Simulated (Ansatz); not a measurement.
`C[SiH2][SiH](F)[SiH3]` + H₂ → `F[SiH]([SiH3])[SiH3]` + CH₄  (hydrogenolysis of the Si–C bond)

Calculated with Ansatz (gas phase, PBE0-D4/def2-TZVP geometries, no zero-point term in ΔE). CBS: MP2 limit from def2 TZ/QZ plus the TZ coupled-cluster correction, frozen cores. This one scheme is used for every species. DFT in def2-TZVPP. Each species was taken in one conformer, which may not be the lowest.

Problem. Is it downhill or uphill in electronic energy at CCSD(T)/CBS, and by how much? (Best estimate.)

Solution. Ansatz gave: Downhill: ΔE = -0.29 eV.

Problem. What do these levels give: ωB97X-V, ωB97M-V, MP2/def2-TZVPP, CCSD(T)/def2-TZVPP, SCS-MP2/def2-QZVPP, CCSD/CBS(def2)? (Estimate.)

Solution. The calculation gave: ωB97X-V -0.31, ωB97M-V -0.29, MP2/def2-TZVPP -0.26, CCSD(T)/def2-TZVPP -0.31, SCS-MP2/def2-QZVPP -0.30, CCSD/CBS(def2) -0.33 eV.

Largest T1 diagnostic among the species: 0.013.

In def2-TZVPP, CCSD(T) changes the Hartree–Fock value by +0.21 eV (the triples alone add +0.04 eV) and MP2 by +0.27 eV. The D4 term adds +0.09 eV with B3LYP and +0.05 eV with PBE0; it sums over pairs of atoms, weighted by their polarisabilities, and B3LYP, whose exchange is more repulsive, gets the larger term.

B3LYP here is the variant with VWN-RPA as its local correlation; programs differ in this.
